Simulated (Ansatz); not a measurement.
Abstraction of H: SnH3(SeH) + C2H3Sn → SnH2(SeH) + C2H4Sn

Species: SnH3(SeH), singlet; C2H3Sn `C#[C][SnH2]`, doublet; SnH2(SeH), doublet; C2H4Sn `C#[C][SnH3]`, singlet. A radical takes H: the energy is the difference in strength between two Sn–H bonds in different surroundings.

Shapes, held fixed at every level: PBE0-D4/def2-TZVP. Flexible molecules stand in one conformer, not always the lowest. Programs: Ansatz 0.2.0. The zero-point and thermal change to 298 K, harmonic and unscaled (PBE0-D4/def2-TZVP), is +0.2 kJ/mol.

| level | kind | ΔH(298 K) (kJ/mol) | less CCSD(T)/def2-TZVPP | CPU time (sum over the molecules) |
| --- | --- | --- | --- | --- |
| HF/def2-SVP | Hartree–Fock | -7.0 | +4.8 | – |
| r2SCAN-D4/def2-TZVPP | meta-GGA | -14.0 | -2.2 | 31 s |
| B3LYP-D4/def2-TZVPP | global hybrid | -16.2 | -4.4 | 23 s |
| BHLYP-D4/def2-TZVPP | global hybrid | -13.1 | -1.3 | 18 s |
| wB97M-V/def2-TZVPP | range-separated hybrid | -12.3 | -0.5 | 64 s |
| wB97X-V/def2-TZVPP | range-separated hybrid | -12.1 | -0.3 | 49 s |
| CCSD(T)/def2-TZVPP | coupled cluster or CI | -11.8 | 0.0 | 6.4 min |

The highest level, CCSD(T)/def2-TZVPP, gives ΔH(298 K) = -11.8 kJ/mol; the levels span -16.2 to -7.0. The column of differences is taken from that level and isn't an error. No measured value is set beside it here. Open shells run unrestricted. For atoms past krypton def2 sets carry core potentials with scalar relativity. Relativity is left out for Se. Outer-core shells of Se, Sn are correlated, in sets that cover them unevenly. Times are processor times on shared x86 and Arm servers, and rough.
